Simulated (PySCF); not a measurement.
Species: C6H3O2 (doublet state).
Cartesian coordinates in Å at the GFN2-xTB level; atoms count from 1:
```
atom  x, y, z in Å
C1     2.9807    0.4732    0.3024
C2     1.7998    0.2388    0.2207
C3     0.4380   -0.0228    0.1316
C4    -0.6329    0.7678    0.5888
C5    -1.7837    0.0951    0.2746
C6    -1.4057   -1.1351   -0.3896
O7    -2.0609   -2.0392   -0.8426
O8    -0.0104   -1.1477   -0.4475
H9     4.0069    0.6814    0.3737
H10   -0.5273    1.7123    1.0851
H11   -2.7991    0.3789    0.4617
```

As a line formula: `C#CC1=C[CH]C(=O)O1` [radical].

Method used: UKS B3LYP, pcH-1 on C H O, non-relativistic, mean-field spin-orbit, GIAO in PySCF 2.14.0. Geometry: GFN2-xTB; no solvent, vibrations or thermal averaging. The geometry wasn't refined by DFT: couplings that depend on bond lengths, twists or pyramidal angles can differ widely from those at the functional's own minimum. The SCF solution wasn't tested for stability. ⟨S²⟩ is 0.774 where a pure state has 0.75.

Task: Match the computed a_iso(17O) values -16.4, +1.3 MHz with the sites O7; O8.

Result: 
```csv
site,a_iso (MHz),ρ(0) (bohr⁻³),position,distance from C3 (Å),spin population,largest |T| (MHz)
O7,-16.4,+0.0271,2 bonds from C5,3.36,+0.23,73.6
O8,+1.3,-0.0021,1 bond from C3,1.34,+0.01,10.7
```

ρ(0) is the spin density at the nucleus and T the dipolar tensor. The Mulliken spin populations are largest on C3 (+0.42), C5 (+0.36), C1 (+0.32) and O7 (+0.23). Four atoms exceed +0.15. Main spin sites, with 60 % or more of the largest population: C1, C3, C5; positions count bonds from the nearest.

β density exceeds α density at some nuclei, such as C2 (-0.0380), C4 (-0.0248) and C6 (-0.0199), spin density in bohr⁻³. In a single determinant that takes different orbitals for the two spins, that is spin polarisation.

The SMILES `C#CC1=C[CH]C(=O)O1` draws the unpaired electron on C5, whose computed spin population is only +0.36.

The run took 38 s on x86-64 server, one thread, shared host.
